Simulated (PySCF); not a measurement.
H₃ClSi, triplet, at the geometry of the source list (a higher spin typed on purpose: for a closed-shell molecule this is an excited state); BHANDHLYP/6-31G* (PySCF).

Input for PySCF:
```python
from pyscf import gto, scf, dft

mol = gto.M(
    atom='''
Si   -0.129100   -0.005700   -0.004600
Cl    1.878100    0.083600    0.067600
H    -0.504300   -0.998400   -1.005300
H    -0.630000    1.313800   -0.372600
H    -0.614800   -0.393300    1.315000
''',
    basis='6-31g*',
    charge=0,
    spin=2,
    verbose=4,
)

mf = dft.UKS(mol)
mf.xc = 'bhandhlyp'
mf.grids.atom_grid = (99, 590)
mf.grids.prune = None
mf.kernel()
```

Task: Predict the main parts of the log of this PySCF run.

Result: 
```
PySCF version 2.14.0

[INPUT] verbose = 4
[INPUT] num. atoms = 5
[INPUT] num. electrons = 34
[INPUT] charge = 0
[INPUT] spin (= nelec alpha-beta = 2S) = 2
[INPUT] symmetry False subgroup None
[INPUT] Mole.unit = angstrom
[INPUT] Symbol           X                Y                Z      unit          X                Y                Z       unit  Magmom
[INPUT]  1 Si    -0.129100000000  -0.005700000000  -0.004600000000 AA   -0.243963642681  -0.010771438910  -0.008692740173 Bohr   0.0
[INPUT]  2 Cl     1.878100000000   0.083600000000   0.067600000000 AA    3.549094634546   0.157981104014   0.127745486021 Bohr   0.0
[INPUT]  3 H     -0.504300000000  -0.998400000000  -1.005300000000 AA   -0.952988884618  -1.886702562766  -1.899741673025 Bohr   0.0
[INPUT]  4 H     -0.630000000000   1.313800000000  -0.372600000000 AA   -1.190527458476   2.482722182454  -0.704111954013 Bohr   0.0
[INPUT]  5 H     -0.614800000000  -0.393300000000   1.315000000000 AA   -1.161803621383  -0.743229284791   2.484989853803 Bohr   0.0

nuclear repulsion = 88.085674634342
number of shells = 22
number of NR pGTOs = 114
number of NR cGTOs = 42
basis = 6-31g*
ecp = {}

******** <class 'pyscf.dft.uks.UKS'> ********
method = UKS
initial guess = minao
damping factor = 0
level_shift factor = 0
DIIS = <class 'pyscf.scf.diis.CDIIS'>
diis_start_cycle = 1
diis_space = 8
diis_damp = 0
SCF conv_tol = 1e-09
SCF conv_tol_grad = None
SCF max_cycles = 50
direct_scf = True
direct_scf_tol = 1e-13
number electrons alpha = 18  beta = 16
XC library pyscf.dft.libxc version 7.1.2
    S. Lehtola, C. Steigemann, M. J. T. Oliveira, and M. A. L. Marques,  SoftwareX 7, 1–5 (2018)
XC functionals = bhandhlyp
    A. D. Becke,  J. Chem. Phys. 98, 1372 (1993)
    Defined through Gaussian implementation.
radial grids:
    Treutler-Ahlrichs [JCP 102, 346 (1995); DOI:10.1063/1.469408] (M4) radial grids

becke partition: Becke, JCP 88, 2547 (1988); DOI:10.1063/1.454033
pruning grids: None
grids dens level: 3
symmetrized grids: False
atomic radii adjust function: <function treutler_atomic_radii_adjust>
User specified grid scheme (99, 590)
small_rho_cutoff = 0
Set gradient conv threshold to 3.16228e-05
tot grids = 292056
init E= -751.448828584141

cycle= 1 E= -751.176904232293  delta_E= 0.272  |g|= 0.149  |ddm|= 3.16

cycle= 2 E= -751.182422046491  delta_E= -0.00552  |g|= 0.167  |ddm|= 0.537

cycle= 3 E= -751.201299230455  delta_E= -0.0189  |g|= 0.0199  |ddm|= 0.329

cycle= 4 E= -751.202197591736  delta_E= -0.000898  |g|= 0.019  |ddm|= 0.072

cycle= 5 E= -751.202647735387  delta_E= -0.00045  |g|= 0.0101  |ddm|= 0.0691

cycle= 6 E= -751.20292981289  delta_E= -0.000282  |g|= 0.00609  |ddm|= 0.0738

cycle= 7 E= -751.203065428156  delta_E= -0.000136  |g|= 0.00234  |ddm|= 0.0756

cycle= 8 E= -751.203094322267  delta_E= -2.89e-05  |g|= 0.000515  |ddm|= 0.0489

cycle= 9 E= -751.203095679881  delta_E= -1.36e-06  |g|= 0.000173  |ddm|= 0.0108

cycle= 10 E= -751.203095787442  delta_E= -1.08e-07  |g|= 7.95e-05  |ddm|= 0.00218

cycle= 11 E= -751.203095829268  delta_E= -4.18e-08  |g|= 3.94e-05  |ddm|= 0.00173

cycle= 12 E= -751.203095838852  delta_E= -9.58e-09  |g|= 2.14e-05  |ddm|= 0.000565

cycle= 13 E= -751.203095842612  delta_E= -3.76e-09  |g|= 1.15e-05  |ddm|= 0.000394

cycle= 14 E= -751.203095843369  delta_E= -7.57e-10  |g|= 6.22e-06  |ddm|= 0.000169

Extra cycle  E= -751.203095843529  delta_E= -1.6e-10  |g|= 4.68e-06  |ddm|= 5.48e-05
converged SCF energy = -751.203095843529  <S^2> = 2.0090576  2S+1 = 3.0060324
```
